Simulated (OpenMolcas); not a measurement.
Mn4+ with 4 ligands (chloride) in tetrahedral coordination (Td). Ligand basis ANO-RCC-VDZP.

```json
{
 "Program": "OpenMolcas 26.06",
 "Method": "CASSCF",
 "Basis": "ANO-RCC-VDZP [5s4p2d1f]",
 "Scalar Hamiltonian": "DKH2, point nucleus",
 "Active space": "3 electrons in 5 orbitals (3d)",
 "State averaging": "2S+1 = 4 even, 10 roots; 2S+1 = 2 even, 40 roots",
 "Spin-orbit coupling": "state interaction with AMFI integrals over the reference wave functions"
}
```

All ligands move together. At R = 2.15 Å the first state of the same spin is 8813 cm-1, and at R = 2.2 Å it is 8394 cm-1.

Question: A third run gives 9102 cm-1. What distance was it run at?

Answer: With a power law R^-n the two known points give n = -ln(8394 / 8813) / ln(2.2 / 2.15) = 2.12. Then R = 2.15 × (8813 / 9102)^(1/2.12) = 2.118 Å. The run was at 2.12 Å, so the estimate is off by -0.002 Å.

An orbital triplet at a regular site is open to Jahn-Teller coupling, which can distort the site and quench the lowest spin-orbit gaps and is left out. Without dynamic correlation the repulsion within the d shell is too large (B by tens of per cent), so at a given field states of lower spin stand too high. Ligand-to-metal charge-transfer states are missing. With no ligand orbital active B as a rule stays too high, so bands that hang on it stand too high and its fall with covalency is understated. With metal d orbitals alone and no dynamic correlation the field as a rule comes out too small, by tens of per cent, by up to half for chloride and softer ligands. The least metal-like active orbital is 74 % on the metal (Löwdin) and no ligand orbital is active, so the numbers are rough (holds for R = 2.12; R = 2.15). The least metal-like active orbital is 75 % on the metal (Löwdin) and no ligand orbital is active, so the numbers are rough (holds for R = 2.2). No measured value stands beside these numbers; the geometry was imposed, not optimised, and the real ion may take another.
